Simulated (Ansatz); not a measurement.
`[CH3][AlH][SiH2]Cl` + `[SH][GeH3]` → `[CH3][AlH][S][GeH3]` + `[SiH3]Cl` at 298.15 K and 1 bar (cleavage of the Al–Si bond).

Isolated molecules relaxed with PBE0-D4/def2-TZVP in Ansatz; ΔE leaves out vibrations. CCSD(T)/CBS adds triple-zeta CCSD(T) − MP2 to the extrapolated MP2 energy (def2 sets, frozen cores). This one scheme is used for every species. For Ge outer-core shells are correlated without core-valence functions, which leaves a few kJ/mol of doubt a bond. Scalar relativity is left out up to krypton. One conformer a species, not always the lowest.

```json
{"species": "`[CH3][AlH][SiH2]Cl`", "CCSD(T)/CBS energy (Eh)": "-1032.57399", "H − E (kJ/mol)": "182.7", "S (J/(mol·K))": "385.8"}
{"species": "`[SH][GeH3]`", "CCSD(T)/CBS energy (Eh)": "-2476.30083", "H − E (kJ/mol)": "99.2", "S (J/(mol·K))": "286.9"}
{"species": "`[CH3][AlH][S][GeH3]`", "CCSD(T)/CBS energy (Eh)": "-2758.22792", "H − E (kJ/mol)": "203.9", "S (J/(mol·K))": "390.2"}
{"species": "`[SiH3]Cl`", "CCSD(T)/CBS energy (Eh)": "-750.69636", "H − E (kJ/mol)": "80.1", "S (J/(mol·K))": "250.8"}
```

H − E and S are ideal-gas, rigid-rotor, harmonic terms from PBE0-D4/def2-TZVP, for one conformer and one mirror image of each species. 1 Eh = 2625.50 kJ/mol, R = 8.31446 J/(mol·K).

By hand: ΔE, ΔH, ΔS and ΔG.

ΔE = (-2758.22792) + (-750.69636) − (-1032.57399) − (-2476.30083) = -0.04946 Eh = -129.9 kJ/mol. Δ(H − E) = 203.9 + 80.1 − 182.7 − 99.2 = 2.1, so ΔH = -127.8 kJ/mol. ΔS = 390.2 + 250.8 − 385.8 − 286.9 = -31.7 J/(mol·K). ΔG = -127.8 − 298.15 × (-31.7)/1000 = -118.3 kJ/mol.

By hand: the equilibrium constant, and the temperature at which ΔG would vanish if ΔH and ΔS stayed fixed.

log₁₀ K = −ΔG/(RT ln 10) = 20.7. ΔG = 0 at ΔH/ΔS = 4032 K, far beyond where these terms or the molecules hold.

ΔH outweighs TΔS. A doubt of 5 kJ/mol in ΔE shifts log₁₀ K by 0.9 here. Other conformers and mirror images would add mixing entropy, several J/(mol·K) or more a flexible species. Modes under 60 cm⁻¹, often nearly free rotors, make the harmonic entropy too high. These are equilibria of isolated gas molecules and say nothing of rates. Largest T1 diagnostic: 0.011 (customary marks: 0.02 for closed shells, 0.045 for open ones).
